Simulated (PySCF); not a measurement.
A structure optimised at r2SCAN-D4/def2-TZVP, used in a PySCF frequency run:

```xyz
6

C      0.0000     0.0000     1.3374
C      0.0000     0.0000     0.1130
C      0.0000     0.0000    -1.2491
H      0.0000     0.0000     2.4004
H      0.0000    -0.9300    -1.8042
H      0.0000     0.9300    -1.8042
```
Charge 0, spin multiplicity 2.

Write its SMILES, formula and point group.

C#C[CH2], C₃H₃, C2v

What are its rotational constants (standard atomic weights)?

289.82, 9.5876, 9.2806 GHz
